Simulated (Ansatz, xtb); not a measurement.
Relaxing a trial structure of C2H8AlFGe

The starting geometry of this gas-phase singlet was built from a drawn formula by distance geometry and a force field; its bonds are those of `[CH3][AlH][C@@H](F)[GeH3]`.

```yaml
atoms:
  - { symbol: C, position_ang: [-2.2966, 0.1878, 0.3608] }
  - { symbol: C, position_ang: [0.9636, -0.7568, -0.1888] }
  - { symbol: Al, position_ang: [-0.6846, -0.7247, 0.9714] }
  - { symbol: F, position_ang: [0.6438, -1.3274, -1.4043] }
  - { symbol: Ge, position_ang: [1.5040, 1.0967, -0.5646] }
  - { symbol: H, position_ang: [-2.6626, -0.2474, -0.5675] }
  - { symbol: H, position_ang: [-3.0803, 0.1555, 1.1782] }
  - { symbol: H, position_ang: [-2.0540, 1.2774, 0.1468] }
  - { symbol: H, position_ang: [-0.5976, -1.4138, 2.4029] }
  - { symbol: H, position_ang: [1.8023, -1.2333, 0.3133] }
  - { symbol: H, position_ang: [1.8538, 1.8484, 0.7291] }
  - { symbol: H, position_ang: [0.3258, 1.8449, -1.3120] }
  - { symbol: H, position_ang: [2.7433, 1.0863, -1.4820] }
```

Problem. Predict what becomes of its bonds when it is optimised with r2SCAN-D4/def2-SVP.

Solution. It keeps its bonds, and is `[CH3][AlH][C@@H](F)[GeH3]`.

The energy falls by 0.21 eV over 19 steps:

| step | E − E(last) (eV) |
| --- | --- |
| 1 | 0.215 |
| 3 | 0.063 |
| 5 | 0.048 |
| 7 | 0.037 |
| 9 | 0.022 |
| 11 | 0.012 |
| 13 | 0.003 |
| 15 | 0.001 |
| 17 | 0.000 |
| 19 | 0.000 |

Final geometry (Å):

| atom | x (Å) | y (Å) | z (Å) |
| --- | --- | --- | --- |
| C | -2.5452 | -0.1528 | 0.3355 |
| C | 0.7671 | -0.5721 | -0.2513 |
| Al | -0.7238 | -0.2701 | 1.0148 |
| F | 0.2587 | -0.9007 | -1.5338 |
| Ge | 1.8798 | 1.0463 | -0.4943 |
| H | -2.5917 | -0.3711 | -0.7434 |
| H | -3.2289 | -0.8477 | 0.8537 |
| H | -2.9633 | 0.8579 | 0.4921 |
| H | -0.3414 | -0.0496 | 2.5456 |
| H | 1.4665 | -1.3762 | 0.0546 |
| H | 2.6656 | 1.3467 | 0.7933 |
| H | 0.9723 | 2.2488 | -0.8140 |
| H | 2.8452 | 0.8344 | -1.6692 |

From the same start GFN2-xTB ends elsewhere, differing in Al3–F4 (1.88 against 2.80 Å here).

The end wasn't checked by frequencies. Run with Ansatz 0.2.0, 54 s on 2 threads of Intel(R) Xeon(R) Platinum 8375C CPU @ 2.90GHz (Ice Lake) (shared host).
